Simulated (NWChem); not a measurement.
Molecule: GeH$_{2}$, singlet; SMILES [GeH2]

```xyz
3

Ge     0.0000     0.0000     0.0363
H      0.0000    -1.1364    -1.0862
H      0.0000     1.1364    -1.0862
```
Atoms are numbered in this order, from 1.

Results from NWChem. Pople sets run with spherical d functions. Low-valent species are run as closed-shell singlets; no triplet was tried in these runs. All runs use the structure optimised with PBE0/def2-SVP. Vzz is the largest principal value of the second derivative of the potential at the nucleus (NWChem prints the opposite sign); η is the asymmetry. Non-relativistic.

```csv
level,Vzz Ge1 (a.u.),η Ge1
CAM-B3LYP/def2-TZVP,[?],0.36
CAM-B3LYP/6-31G*,4.780,0.36
B3LYP/def2-SVP,4.982,0.36
B3LYP/6-31G*,4.691,0.34
```

Question: Fill in the missing entries.

Answer: 
- CAM-B3LYP/def2-TZVP, Vzz Ge1 (a.u.): 5.851
